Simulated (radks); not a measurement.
The osmium ion Os+, 75 electrons, occupied as [Xe] 4f14 5d6 7d1 (not the ground configuration). Method: Dirac Kohn-Sham, PBE, spin-unpolarised, spherical densities, finite nucleus; open shells fill j = l - 1/2 first; Fermi nuclear charge, rms radius 5.4126 fm; computed with a radial shooting solver on a logarithmic mesh with Libxc functionals.

X-ray form factor f0, the Fourier transform of the density (f0(0) = 75):

sin(theta)/lambda (1/angstrom),f0 (electrons)
0.05,73.221
0.1,71.156
0.15,67.992
0.2,64.424
0.25,60.722
0.3,57.105
0.4,50.539
0.5,44.976
0.6,40.262
0.8,32.637
1,26.753
1.25,21.459
1.5,18.046
2,14.239
